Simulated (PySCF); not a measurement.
An unknown shows these calculated signals:

1H NMR (400 MHz, computed): δ 5.42 (m, 1H), 5.00 (s, 3H), 4.50 (q, 1H), 1.40 (d, 3H), 1.34 (d, 3H), 1.29 (d, 3H).

13C{1H} NMR (computed): δ 184.5 (C), 71.0 (CH), 70.6 (CH), 23.8 (CH3), 23.8 (CH3), 23.6 (CH3).

- GFN2-xTB structure
- shielding tensors at PBE0/pcSseg-1 (GIAO)
- code: PySCF 2.14
- averaged over atoms made equivalent by symmetry, fast rotation or ring inversion, a single conformation, non-relativistic, isolated molecule

Chemical shifts δ = σref − σ; 1H (31.72 ppm) and 13C (186.93 ppm) vs TMS, all at this level.

Question: Which of these does the molecule contain: a heteroaromatic ring, an OH group, a Si–H bond, a (CH3)2CH unit, an ester, a methoxy group?

Answer: 
- A heteroaromatic ring: no.
- An OH group: no.
- A Si–H bond: yes (δH 5.00 (s)).
- A (CH3)2CH unit: yes (δC 23.6, 70.6, 23.8; δH 1.29 (d), 5.42 (m), 1.34 (d)).
- An ester: yes (δC 184.5).
- A methoxy group: no.

The data belong to `O([C@@H](C(OC(C)C)=O)C)[SiH3]`, C6H14O3Si; they needn't prove each group on their own.

Carbon signals by region: 1 in the far downfield region (above 160 ppm), 2 at 50–100 ppm, 3 below 50 ppm. Above 160 ppm: 184.5, ester carbonyl carbon.

Shifts are as computed. Against solution values, carbons near 30 ppm lie about +3 ppm off and those near 130 ppm about +5 ppm. Of 1211 compounds with measured shifts, 218 miss one by over three times the rms of a fit or turn the order of signals round; such compounds aren't used in these exercises. No couplings were computed; multiplicities are counted from neighbouring protons, with m where these are inequivalent, close in shift, in a saturated or five-membered ring or joined by F or P, and br s for small geminal =CH2 splittings.
